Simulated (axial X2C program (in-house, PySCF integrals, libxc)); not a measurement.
NaCu⁻: cheaper levels and CCSD(T), two-component

All values were computed with an in-house relativistic program for diatomic molecules. Two-component (2c) means X2C with spin–orbit coupling and atomic mean-field two-electron Coulomb and Gaunt terms. Basis: Cu dyall-acv3z [10s10p7d4f2g], Na dyall-av3z [10s9p5d2f] (cores contracted in-house); Gaussian nuclei, density fitting, unrestricted open shells. Masses: Cu 62.930 u, Na 22.990 u.

State: Ω = 1/2 (⟨Sz⟩ = 0.50, ⟨Lz⟩ = 0.00 at HF); fragments Cu- + Na.

```csv
level,Re (Å),ωe (cm⁻¹),De (eV)
PBE0,2.778,150.3,0.946
HF,3.111,104.2,0.651
CCSD,2.799,150.6,0.887
TPSSh,2.779,150.9,1.03
```

Correlated methods: 13 electrons correlated (number of frozen shells: Cu 3 s, 2 p; Na 2 s, 1 p), 319 virtual spin orbitals or spinors in MP2, 90 natural virtuals in coupled cluster.

CCSD(T), same Hamiltonian and basis:

Re = 2.774 Å, ωe = 158.4 cm⁻¹; T1 = 0.052 (Lee–Taylor normalisation).

Problem. Give the differences from CCSD(T) in the columns below.

Solution. 

| level | ΔRe (Å) | Δωe (cm⁻¹) |
| --- | --- | --- |
| PBE0 | 0.004 | -8.1 |
| HF | 0.337 | -54.2 |
| CCSD | 0.025 | -7.8 |
| TPSSh | 0.005 | -7.5 |

The state is one determinant whose occupation by symmetry is held fixed; it was picked as the lowest of a PBE0 search that is not exhaustive. Dissociation energies refer to the lowest single-determinant-based atoms at the same level and basis. De is not given where an atomic determinant may have missed its ground term or J level, or where the truncated virtual space spoils (T). Density functionals use the spin component along the axis (collinear). CCSD and (T) use frozen natural virtuals with an MP2 correction for the truncation; (T) itself is uncorrected, so its De runs slightly low. At some level and bond length an empty orbital lies below a filled one. The highest occupied level of some functionals is positive through self-interaction error; at Hartree–Fock it is bound. The determinant is spin-polarised beyond a pure state at some levels (its spin-free form has ⟨S²⟩ too high), which makes Re and μ there less reliable. The T1 diagnostic is large, a sign of multireference character. Hartree–Fock gets electron affinities wrong, so its lowest charge split need not be the true one.
